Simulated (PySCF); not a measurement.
1,1,1-trifluoroethane (C₂H₃F₃), SMILES CC(F)(F)F. Coordinates come from a B3LYP-D3(BJ)/def2-SVP optimisation.

Give the equilibrium geometry at B3LYP-D3(BJ)/def2-SVP (PySCF confirms it by a frequency run) as Cartesian coordinates in Å, and its point group. (Estimate from the structure and the level; the computed values follow.)

point group C3v.
```xyz
8

C      0.0000     0.0000     1.4742
C      0.0000     0.0000    -0.0305
F     -1.0836    -0.6256    -0.5253
F      1.0836    -0.6256    -0.5253
F      0.0000     1.2512    -0.5253
H     -0.8966     0.5177     1.8406
H      0.8966     0.5177     1.8406
H      0.0000    -1.0353     1.8406
```
